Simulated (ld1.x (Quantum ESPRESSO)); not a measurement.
Transferability test, TM potential for N

- Element: nitrogen
- Generator: ld1.x (Quantum ESPRESSO) 7.5
- Type: norm-conserving Troullier–Martins (Kleinman–Bylander form)
- Functional: LDA (PZ)
- Relativity: scalar-relativistic
- Frozen core: [He]
- Valence charge: 5
- Reference configuration: 2s2 2p2.5 (charge +0.5)
- Partial waves: 2p (bound): rc 1.25 bohr; 2s (bound): rc 0.70 bohr
- Local potential: the s channel
- Core correction: none

Energies are relative to the spin-unpolarised reference configuration 2s2 2p2.5; without spin polarisation the order of configurations can differ from experiment. Spin-polarised rows fill each open shell by Hund’s rule, majority spin first.

| valence configuration | charge | ΔE all-electron (eV) | error AE − PS (meV) |
| --- | --- | --- | --- |
| 2s2 2p3 | 0 | -5.167 | +1.2 |
| 2s2 2p2 | +1 | 8.565 | +2.8 |
| 2s2 2p1 | +2 | 37.535 | +67 |
| 2s1 2p4 | 0 | 6.037 | +22 |
| 2s0 2p5 | 0 | 17.286 | +72 |
| 2s1 2p0 | +4 | 162.173 | +849 |
| 2s2 2p2.5 (spin-polarised) | +0.5 | -2.307 | +254 |
| 2s2 2p3 (spin-polarised) | 0 | -8.059 | +296 |

(1) What are ΔE and the potential's error for 2s2 2p3.3?

Answers

(1) ΔE = -6.832 eV all-electron; the error (AE − PS) is +2.0 meV.
